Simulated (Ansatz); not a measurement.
Input for Ansatz (an electronic-structure program): R-CCSD(T)/aug-cc-pV(T+d)Z on HNP (SMILES [NH+]#P), atoms moved off the minimum. Charge +1. Files ending in .json are basis or fitting sets from the Basis Set Exchange.

Ansatz 0.2 input:
```yaml
crystal:
  periodic: [false, false, false]
  atoms:
    - {symbol: N, position_ang: [0.00014109, -0.11012574, -0.92078776]}
    - {symbol: P, position_ang: [0.07351229, 0.02585258, 0.55578394]}
    - {symbol: H, position_ang: [-0.03050895, -0.15232153, -1.90018205]}
basis:
  gaussian:
    orbitals: aug-cc-pV_T+d_Z.json
total_charge: 1
magnetization: {spin_polarized: false}
correlation: {method: ccsd_t, electrons: outside_noble_gas}
scf: {lower_state_search: off}
output: {forces: true}
```

It printed:

```
WARN ansatz: RAYON_NUM_THREADS=1 ignored (pool sized by the plan → 1); use --threads N
Functional definition: HF
these checks for a lower state are left out or cut short: starts, cluster_reference, orbital_swaps, neighbouring_geometries, increment
integrals: 0.20 GiB planned
727 factors; integrals over basis functions are off by at most 1.3e-3 eV
mean field: 0.20 GiB planned
mean field evaluation 1: about -10753.0448 eV, gradient 6.7e1 eV
mean field evaluation 2: about -10753.0479 eV, gradient 6.7e1 eV
mean field evaluation 4: about -10762.0683 eV, gradient 6.0e0 eV
mean field evaluation 8: about -10762.1798 eV, gradient 6.0e-2 eV
mean field -10762.17986665 eV, -395.5028152320 hartree, gradient 1.1e-6 eV, S^2 0.000000; 0 other end points of the search recorded, 0 dependent functions left out; unrestricted orbitals would lower it
6 core orbitals not correlated
reference -10762.17986665 eV, -395.5028152320 hartree; 5, 5 occupied and 113, 113 virtual orbitals, 727 factors
densities: 0.82 GiB planned
second order -9.16182697 eV of doubles, -0.00000000 eV of singles
coupled cluster: 0.52 GiB planned
cycle   1  -8.89391444 eV  change    2.7e-1 eV  update   1.1e-1
cycle   2  -9.24729674 eV  change   -3.5e-1 eV  update   4.0e-2
cycle   3  -9.36312718 eV  change   -1.2e-1 eV  update   2.0e-2
cycle   4  -9.35278976 eV  change    1.0e-2 eV  update   5.1e-3
cycle   5  -9.35673088 eV  change   -3.9e-3 eV  update   2.3e-3
cycle   6  -9.35718447 eV  change   -4.5e-4 eV  update   4.7e-4
cycle   7  -9.35704067 eV  change    1.4e-4 eV  update   1.2e-4
cycle   8  -9.35708262 eV  change   -4.2e-5 eV  update   3.7e-5
cycle   9  -9.35706213 eV  change    2.0e-5 eV  update   1.1e-5
cycle  10  -9.35705088 eV  change    1.1e-5 eV  update   2.7e-6
perturbative correction -0.55597438 eV, -0.0204316816 hartree
the calculation of the forces begins
Total energy: -10772.09289191 eV, -395.8671121909 hartree
Atom 0 at     0.000141    -0.110126    -0.920788 Å, force     0.150311     0.287357     2.806876 eV/Å
Atom 1 at     0.073512     0.025853     0.555784 Å, force    -0.072857    -0.148490    -1.131986 eV/Å
Atom 2 at    -0.030509    -0.152322    -1.900182 Å, force    -0.077454    -0.138866    -1.674891 eV/Å
Dipole moment:     0.005039     0.014360    -0.023246 e Å
Checks for a lower state left out: starts, cluster_reference, orbital_swaps, neighbouring_geometries, increment
```

The run converged.

Cost: around 40 core-seconds (rough).
